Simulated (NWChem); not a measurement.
**Correlation energy of F₂Si (+1)**

```
Si
F 1 1.5846
F 1 1.5846 2 120.24
```
Charge +1, spin multiplicity 2.

Program: NWChem. The geometry was optimised at UPBE/def2-SVP, a minimum by its harmonic frequencies.

Basis set: def2-SVP. Each correlation energy counts from its own Hartree-Fock reference.

The correlated methods keep 7 core orbitals frozen. This spin state was chosen for the runs; another may lie lower. The structure started from a generated list of species. The unpaired electrons of the parent sit in orbitals of symmetry a1 (C2v labels of the run); other states weren't searched. No SCF solution was tested for a lower state. Open-shell Hartree-Fock references start from PBE0 orbitals. Coupled-cluster values serve here as a point of comparison, not as the truth.

Task: Order these methods by the correlation energy they give, lowest first: UMP2, SCS-UMP2, CCSD on UHF, CCSD[T] on UHF.

Result: CCSD[T] on UHF (-451.1 mHa), CCSD on UHF (-439.6 mHa), UMP2 (-435.6 mHa), SCS-UMP2 (-417.1 mHa)
